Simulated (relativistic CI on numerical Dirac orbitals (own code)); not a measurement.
## The 43-electron sequence from Tc I to Sm XX

These numbers are calculated, not measured: Dirac-Coulomb-Breit CI, orbitals from a KLI potential per configuration, QED by a radiative potential, unscaled Slater integrals (own radial code, finite nucleus).

Configurations in the expansion (outside the closed core [Ar] 3d10): 4s2.4p6.4d7, 4s2.4p5.4d8, 4s2.4p6.4d6.4f, 4s2.4p6.4d6.5s, 4s.4p6.4d8, 4s2.4p6.4d5.5s2, 4s2.4p6.4d6.5p. Double excitations out of closed p, d and f shells are left out; levels of such configurations are missing from the list, as are those of other unlisted configurations, and high levels can miss mixing partners.

Energies above each ion's lowest level, in cm⁻¹. Levels are followed by their leading LS label, which can pass from one level to another where the coupling changes.

```csv
Ion,4s2.4p6.4d7 4F_9/2,4s2.4p6.4d7 4F_7/2,4s2.4p6.4d7 4F_5/2,4s2.4p6.4d7 4F_3/2,4s2.4p6.4d7 4P_5/2,4s2.4p6.4d7 4P_3/2,4s2.4p6.4d7 4P_1/2
Tc I,,,,,,,
Ru II,0.0,1371.0,2287.9,2876.2,10155.6,10553.6,11415.7
Rh III,0.0,1989.1,3291.0,4122.8,14062.9,13886.8,15327.7
Pd IV,0.0,2692.8,4399.3,5473.3,16343.5,15810.3,17927.1
Ag V,0.0,3505.4,5644.9,6967.7,18333.3,17391.6,20286.2
Cd VI,0.0,4441.4,7038.4,8612.1,20240.2,18818.7,22602.5
In VII,0.0,5514.5,8585.2,10401.8,22139.9,20170.6,24952.1
Sn VIII,0.0,6738.6,10286.4,12320.3,24075.9,21505.2,27379.3
Sb IX,0.0,8128.5,12138.3,14333.2,26082.1,22884.3,29916.0
Te X,0.0,9699.2,14131.5,16379.7,28190.6,24390.1,32588.5
I XI,?,?,?,?,?,?,?
Xe XII,0.0,13445.5,18468.7,20188.2,32856.1,28233.5,38433.1
Cs XIII,0.0,15653.4,20758.6,21774.9,35494.6,54816.0,41648.0
Ba XIV,0.0,18106.3,23084.7,23130.3,38396.7,60276.8,45085.3
La XV,0.0,20821.2,25413.0,37181.6,41606.1,66250.2,48764.8
Ce XVI,0.0,23815.1,27715.1,40971.5,45160.4,72775.5,52706.2
Pr XVII,0.0,27105.0,29971.9,45114.8,49088.0,79890.8,56929.2
Nd XVIII,0.0,30708.5,32174.3,49600.8,53407.2,87632.1,61453.0
Pm XIX,0.0,34643.2,34321.2,54429.2,58129.2,96034.5,66297.2
Sm XX,0.0,38926.8,36416.8,59606.6,63261.1,105131.1,71481.0
```

(1) Fill in the row of I XI.

In the calculation the lowest level changes from 4s2.4p6.4d5.5s2 6S_5/2 to 4s2.4p6.4d7 4F_9/2 at Ru II.

Between Z = 59 and 62 the energy of 4s2.4p6.4d7 4F_7/2 follows a local power law Z^7.3. For orientation: electrostatic splittings inside a shell grow about linearly with the screened charge, excitations that change n as its square, and fine structure as its fourth power; written in Z itself the exponents are larger, since the screened charge grows faster in proportion.

The members near neutrality are the least accurate: they can be off by several eV, miss lower levels of configurations outside the list, or start from a wrong lowest level.

## Answers

(1) 4s2.4p6.4d7 4F_9/2 0.0, 4s2.4p6.4d7 4F_7/2 11466.2, 4s2.4p6.4d7 4F_5/2 16249.5, 4s2.4p6.4d7 4F_3/2 18366.9, 4s2.4p6.4d7 4P_5/2 30435.7, 4s2.4p6.4d7 4P_3/2 26132.6, 4s2.4p6.4d7 4P_1/2 35420.2 (cm⁻¹).
